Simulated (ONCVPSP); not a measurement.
# Which change was made? (Cu, ONCV)

* Element: Cu
* Generator: ONCVPSP 4.0.1
* Type: optimised norm-conserving Vanderbilt (ONCV)
* Functional: PBE
* Relativity: scalar-relativistic
* Frozen core: [Ne]
* Valence charge: 19
* Reference configuration: 3s2 3p6 3d10 4s1
* Partial waves: 3s+4s: rc 1.40 bohr, ncon 4, nbas 9, qcut 11 1/bohr, 2 projectors; 3p: rc 0.80 bohr, ncon 4, nbas 7, qcut 9.6 1/bohr, 2 projectors, debl 3.7 Ha; 3d: rc 1.15 bohr, ncon 4, nbas 9, qcut 10.7 1/bohr, 2 projectors, debl 1.3 Ha
* Local potential: polynomial inside 0.55 bohr (lpopt 5, dvloc0 2 Ha)
* Core correction: none

Cutoffs, loose and tight: the cutoffs (Ha) at which the residual kinetic energy of the hardest occupied pseudo-wave falls to 1 and 0.1 mHa per electron. They do not see the model core or the augmentation charge, which bear on the density cutoff. Test errors are all-electron minus pseudo excitation energies from the reference, over the configurations 3s2 3p6 3d10 4s0; 3s2 3p6 3d9 4s0; 3s2 3p6 3d8 4s0; 3s2 3p6 3d9 4s2; variants that change the core or the reference have their own tests. The largest error is taken over the tests solved by every variant that gives reliable tests at all, those not shown here included: 3s2 3p6 3d10 4s0; 3s2 3p6 3d9 4s0; 3s2 3p6 3d9 4s2.

The base gives: outcome: generated; cutoff, loose: 60 Ha; cutoff, tight: 223 Ha; bound ghosts: none; GHOST(+) flags above zero: s; largest test error (meV): +12.

**Question.** After one change the result is: outcome: generated; cutoff, loose: 99 Ha; cutoff, tight: 232 Ha; bound ghosts: none; GHOST(+) flags above zero: s; largest test error (meV): +13. Which change was it?
A. s: qcut 13.6; p: qcut 11.9; d: qcut 13.3
B. s: qcut 10.6; p: qcut 9.2; d: qcut 10.3
C. s: qcut 15.6; p: qcut 13.6; d: qcut 15.2
D. s: qcut 14.7; p: qcut 12.8; d: qcut 14.3
E. s: qcut 9.2; p: qcut 8.1; d: qcut 9

**Answer.** B. The others give: s: qcut 14.7; p: qcut 12.8; d: qcut 14.3 → outcome: failed: ERROR pspot: first pseudo wave function has node, program will stop | s: qcut 13.6; p: qcut 11.9; d: qcut 13.3 → outcome: generated; cutoff, loose: 72 Ha; cutoff, tight: 182 Ha; bound ghosts: none; GHOST(+) flags above zero: s; largest test error (meV): +8.5 | s: qcut 9.2; p: qcut 8.1; d: qcut 9 → outcome: generated; cutoff, loose: 222 Ha; cutoff, tight: 276 Ha; bound ghosts: none; GHOST(+) flags above zero: s; largest test error (meV): +16 | s: qcut 15.6; p: qcut 13.6; d: qcut 15.2 → outcome: generated; cutoff, loose: 83 Ha; cutoff, tight: 94 Ha; bound ghosts: s; GHOST(+) flags above zero: none; largest test error (meV): +7.2.
